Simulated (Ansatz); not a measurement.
Geometry optimisation of Cu12S.

```yaml
crystal:
  periodic: [false, false, false]
  atoms:
    - {symbol: S, position_ang: [-2.103520, -1.048800, 1.395720]}
    - {symbol: Cu, position_ang: [2.943490, -1.002020, 0.212970]}
    - {symbol: Cu, position_ang: [-1.605700, 3.265970, 0.164920]}
    - {symbol: Cu, position_ang: [-0.241600, 2.154150, 1.939330]}
    - {symbol: Cu, position_ang: [-0.426850, -0.071950, 2.581580]}
    - {symbol: Cu, position_ang: [-0.464530, 1.800040, -1.398870]}
    - {symbol: Cu, position_ang: [-0.120490, -2.310150, -2.282500]}
    - {symbol: Cu, position_ang: [0.230710, -0.009140, -2.846990]}
    - {symbol: Cu, position_ang: [1.450330, -2.711870, -0.492910]}
    - {symbol: Cu, position_ang: [1.776620, 0.638620, -1.098990]}
    - {symbol: Cu, position_ang: [-2.151950, 1.008020, 0.386120]}
    - {symbol: Cu, position_ang: [-0.929300, -2.371360, -0.048610]}
    - {symbol: Cu, position_ang: [1.642790, 0.658490, 1.488240]}
basis:
  gaussian: {orbitals: def2-SVP}
hamiltonian: {xc: r2scan, dispersion: d4}
scf: {lower_state_search: "off"}
output: {orbitals: {seedname: orbitals}}
relax: {f_tol: 0.03, max_steps: 70}
```

```sh
$ ansatz run in.yaml --threads 2 --pin off --events-out ev --progress --plain --max-ram 32768MiB --backend cuda --devices 0, --max-vram 18GiB
```

Shortened log:

```
Functional definition: r2SCAN
  name "r2SCAN"
  cite "Furness, Kaplan, Ning, Perdew & Sun, J. Phys. Chem. Lett. 11, 8208 (2020) doi:10.1021/acs.jpclett.0c02405"
  cite "Furness, Kaplan, Ning, Perdew & Sun, J. Phys. Chem. Lett. 11, 9248 (2020) doi:10.1021/acs.jpclett.0c03077"
  parent r2scan
  parameter k0 = 0.174
  parameter k1 = 0.065
  parameter a1 = 4.9479
  exchange = r2scan_x(k0 = k0, k1 = k1, a1 = a1)
  correlation = r2scan_c
these checks for a lower state are left out or cut short: stability, starts, cluster_reference, orbital_swaps, neighbouring_geometries, increment
mean field -546451.79748723 eV, -20081.7331593242 hartree, gradient 3.3e-6 eV, S^2 0.000000; 0 other end points of the search recorded, 0 dependent functions left out
the calculation of the forces begins
relax step   1: F+E_penalty+E_count = -546452.13794371 eV  Δ(F+E_penalty+E_count) = +0.000e0 eV  max|allowed force component| = 1.299e0 eV/Å  Δτ_max = 0.0000 Å  (41 SCF iters, accepted)
these checks for a lower state are left out or cut short: stability, starts, cluster_reference, orbital_swaps, neighbouring_geometries, increment
mean field -546453.19226029 eV, -20081.7844162886 hartree, gradient 2.8e-6 eV, S^2 0.000000; 0 other end points of the search recorded, 0 dependent functions left out
the calculation of the forces begins
relax step   2: F+E_penalty+E_count = -546453.54126826 eV  Δ(F+E_penalty+E_count) = -1.403e0 eV  max|allowed force component| = 1.032e0 eV/Å  Δτ_max = 0.1965 Å  (33 SCF iters, accepted)
these checks for a lower state are left out or cut short: stability, starts, cluster_reference, orbital_swaps, neighbouring_geometries, increment
mean field -546454.06113484 eV, -20081.8163468393 hartree, gradient 3.3e-6 eV, S^2 0.000000; 0 other end points of the search recorded, 0 dependent functions left out
the calculation of the forces begins
relax step   3: F+E_penalty+E_count = -546454.41529415 eV  Δ(F+E_penalty+E_count) = -8.740e-1 eV  max|allowed force component| = 9.619e-1 eV/Å  Δτ_max = 0.1949 Å  (33 SCF iters, accepted)
these checks for a lower state are left out or cut short: stability, starts, cluster_reference, orbital_swaps, neighbouring_geometries, increment
mean field -546454.65477381 eV, -20081.8381626690 hartree, gradient 2.5e-6 eV, S^2 0.000000; 0 other end points of the search recorded, 0 dependent functions left out
the calculation of the forces begins
relax step   4: F+E_penalty+E_count = -546455.01114193 eV  Δ(F+E_penalty+E_count) = -5.958e-1 eV  max|allowed force component| = 8.747e-1 eV/Å  Δτ_max = 0.1951 Å  (34 SCF iters, accepted)
these checks for a lower state are left out or cut short: stability, starts, cluster_reference, orbital_swaps, neighbouring_geometries, increment
mean field -546455.04451937 eV, -20081.8524855541 hartree, gradient 2.3e-6 eV, S^2 0.000000; 0 other end points of the search recorded, 0 dependent functions left out
the calculation of the forces begins
relax step   5: F+E_penalty+E_count = -546455.40228679 eV  Δ(F+E_penalty+E_count) = -3.911e-1 eV  max|allowed force component| = 7.880e-1 eV/Å  Δτ_max = 0.1950 Å  (34 SCF iters, accepted)
these checks for a lower state are left out or cut short: stability, starts, cluster_reference, orbital_swaps, neighbouring_geometries, increment
mean field -546455.35707348 eV, -20081.8639717060 hartree, gradient 2.3e-6 eV, S^2 0.000000; 0 other end points of the search recorded, 0 dependent functions left out
the calculation of the forces begins
relax step   6: F+E_penalty+E_count = -546455.71576147 eV  Δ(F+E_penalty+E_count) = -3.135e-1 eV  max|allowed force component| = 6.967e-1 eV/Å  Δτ_max = 0.2000 Å  (34 SCF iters, accepted)
these checks for a lower state are left out or cut short: stability, starts, cluster_reference, orbital_swaps, neighbouring_geometries, increment
mean field -546455.64589744 eV, -20081.8745857908 hartree, gradient 2.4e-6 eV, S^2 0.000000; 0 other end points of the search recorded, 0 dependent functions left out
the calculation of the forces begins
relax step   7: F+E_penalty+E_count = -546456.00530396 eV  Δ(F+E_penalty+E_count) = -2.895e-1 eV  max|allowed force component| = 4.196e-1 eV/Å  Δτ_max = 0.2000 Å  (34 SCF iters, accepted)
these checks for a lower state are left out or cut short: stability, starts, cluster_reference, orbital_swaps, neighbouring_geometries, increment
mean field -546455.89662347 eV, -20081.8837998024 hartree, gradient 2.0e-6 eV, S^2 0.000000; 0 other end points of the search recorded, 0 dependent functions left out
[...]
the calculation of the forces begins
relax step  10: F+E_penalty+E_count = -546456.68667649 eV  Δ(F+E_penalty+E_count) = -2.248e-1 eV  max|allowed force component| = 2.928e-1 eV/Å  Δτ_max = 0.1958 Å  (35 SCF iters, accepted)
these checks for a lower state are left out or cut short: stability, starts, cluster_reference, orbital_swaps, neighbouring_geometries, increment
mean field -546456.44150496 eV, -20081.9038238278 hartree, gradient 2.2e-6 eV, S^2 0.000000; 0 other end points of the search recorded, 0 dependent functions left out
the calculation of the forces begins
relax step  11: F+E_penalty+E_count = -546456.80563411 eV  Δ(F+E_penalty+E_count) = -1.190e-1 eV  max|allowed force component| = 1.762e-1 eV/Å  Δτ_max = 0.2000 Å  (35 SCF iters, accepted)
these checks for a lower state are left out or cut short: stability, starts, cluster_reference, orbital_swaps, neighbouring_geometries, increment
mean field -546456.53155203 eV, -20081.9071329965 hartree, gradient 2.8e-6 eV, S^2 0.000000; 0 other end points of the search recorded, 0 dependent functions left out
the calculation of the forces begins
relax step  12: F+E_penalty+E_count = -546456.89648528 eV  Δ(F+E_penalty+E_count) = -9.085e-2 eV  max|allowed force component| = 1.207e-1 eV/Å  Δτ_max = 0.1955 Å  (34 SCF iters, accepted)
these checks for a lower state are left out or cut short: stability, starts, cluster_reference, orbital_swaps, neighbouring_geometries, increment
mean field -546456.56178406 eV, -20081.9082440032 hartree, gradient 2.1e-6 eV, S^2 0.000000; 0 other end points of the search recorded, 0 dependent functions left out
the calculation of the forces begins
relax step  13: F+E_penalty+E_count = -546456.92698746 eV  Δ(F+E_penalty+E_count) = -3.050e-2 eV  max|allowed force component| = 1.899e-1 eV/Å  Δτ_max = 0.1999 Å  (34 SCF iters, accepted)
these checks for a lower state are left out or cut short: stability, starts, cluster_reference, orbital_swaps, neighbouring_geometries, increment
mean field -546456.56440464 eV, -20081.9083403075 hartree, gradient 1.4e-6 eV, S^2 0.000000; 0 other end points of the search recorded, 0 dependent functions left out
the calculation of the forces begins
relax step  14: F+E_penalty+E_count = -546456.92901068 eV  Δ(F+E_penalty+E_count) = -2.023e-3 eV  max|allowed force component| = 2.367e-1 eV/Å  Δτ_max = 0.0719 Å  (31 SCF iters, accepted)
these checks for a lower state are left out or cut short: stability, starts, cluster_reference, orbital_swaps, neighbouring_geometries, increment
mean field -546456.57569706 eV, -20081.9087552963 hartree, gradient 2.6e-6 eV, S^2 0.000000; 0 other end points of the search recorded, 0 dependent functions left out
the calculation of the forces begins
relax step  15: F+E_penalty+E_count = -546456.94067521 eV  Δ(F+E_penalty+E_count) = -1.166e-2 eV  max|allowed force component| = 5.057e-2 eV/Å  Δτ_max = 0.0636 Å  (29 SCF iters, accepted)
these checks for a lower state are left out or cut short: stability, starts, cluster_reference, orbital_swaps, neighbouring_geometries, increment
mean field -546456.57668102 eV, -20081.9087914562 hartree, gradient 1.9e-6 eV, S^2 0.000000; 0 other end points of the search recorded, 0 dependent functions left out
the calculation of the forces begins
relax step  16: F+E_penalty+E_count = -546456.94169483 eV  Δ(F+E_penalty+E_count) = -1.020e-3 eV  max|allowed force component| = 2.155e-2 eV/Å  Δτ_max = 0.0115 Å  (29 SCF iters, accepted)
Total energy: -546456.94171607 eV, -20081.9222062469 hartree
Atom 0 at    -2.425919    -1.197779     1.161575 Å, force    -0.002088     0.007029    -0.002801 eV/Å
Atom 1 at     3.300428    -0.958518    -0.027073 Å, force     0.007579    -0.002938     0.005484 eV/Å
Atom 2 at    -1.518925     3.134520     0.172119 Å, force     0.000427     0.020691    -0.002986 eV/Å
Atom 3 at    -0.134930     1.968252     1.705009 Å, force     0.002154     0.010197     0.006299 eV/Å
Atom 4 at    -0.416475    -0.369105     1.732331 Å, force     0.004625    -0.004614     0.003897 eV/Å
Atom 5 at    -0.175330     1.297596    -0.559606 Å, force     0.002812    -0.001607    -0.001240 eV/Å
Atom 6 at     0.588791    -2.241845    -1.892096 Å, force    -0.005217     0.002110     0.003265 eV/Å
Atom 7 at    -0.375502    -0.045102    -2.548589 Å, force    -0.005888     0.000975    -0.007236 eV/Å
Atom 8 at     1.143007    -1.799845     0.394999 Å, force     0.001705    -0.007561     0.001700 eV/Å
Atom 9 at     1.544055    -0.159803    -1.286301 Å, force     0.004318     0.007031    -0.010524 eV/Å
Atom 10 at    -2.192527     0.969457     0.697873 Å, force    -0.007240    -0.021551     0.001699 eV/Å
Atom 11 at    -1.000325    -1.130596    -0.546589 Å, force    -0.001218    -0.010329    -0.001259 eV/Å
Atom 12 at     1.663651     0.532767     0.996358 Å, force    -0.001969     0.000566     0.003702 eV/Å
Dipole moment:     0.604625     0.368102    -0.498324 e Å
Checks for a lower state left out: stability, starts, cluster_reference, orbital_swaps, neighbouring_geometries, increment
```

It took 1.7 min on 2 threads of AMD EPYC 7R13 on a shared host and a share (18 GiB) of an NVIDIA H100 80GB HBM3, peak host memory 1.2 GiB.

The restricted singlet is unstable towards broken spin symmetry in Hartree–Fock (as tested in another run); at r2SCAN-D4/def2-SVP this wasn't settled. Another isomer (singlet) lies 0.34 eV lower at PBE0-D4/def2-TZVP; other spin states weren't run for this one.
